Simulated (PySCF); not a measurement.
C₂F₅, doublet, geometry from GFN2-xTB.

Here is a job for PySCF.
```python
from pyscf import gto, scf, dft

mol = gto.M(
    atom='''
F     1.33263497   -1.34508685   -0.09956568
C     0.89342460   -0.10323390   -0.22295752
F     1.69497119    0.76164160    0.37691203
C    -0.59425481    0.11916949   -0.07500397
F    -1.03231455   -0.08973964    1.18180137
F    -0.91885164    1.36923302   -0.39550019
F    -1.27588651   -0.70667185   -0.86500654
''',
    basis='3-21g',
    spin=1,
    verbose=4,
)

mf = dft.UKS(mol)
mf.xc = 'pbe'
mf.kernel()
mo_i, mo_e, stable_i, stable_e = mf.stability(internal=True, external=False, return_status=True, nroots=6, tol=1e-6)
print('internally stable:', stable_i, ' externally stable:', stable_e)
if not stable_i:
    umf = mf.copy()
    umf.scf_summary = {}
    umf.kernel(umf.make_rdm1(mo_i, mf.mo_occ))
```

Task: What does this run give for the dipole moment, total energy, <S^2>, Mulliken (on the basis functions themselves) charges in atom order, nuclear repulsion energy, HOMO energy?

Result: 
The dipole moment is 0.42 D and the total energy is -571.6511 Eh. The <S^2> is 0.751, the Mulliken (on the basis functions themselves) charges in atom order comes out as F1 -0.22, C2 0.47, F3 -0.22, C4 0.69, F5 -0.24, F6 -0.24, F7 -0.24 and the nuclear repulsion energy comes out as 343.0513 Eh. The HOMO energy is -5.04 eV.

These values belong to the state on which the SCF converged, which isn't shown to be the lowest.

Task: Roughly what does it cost on one core?

Result: about 4 core-minutes (a rough figure).
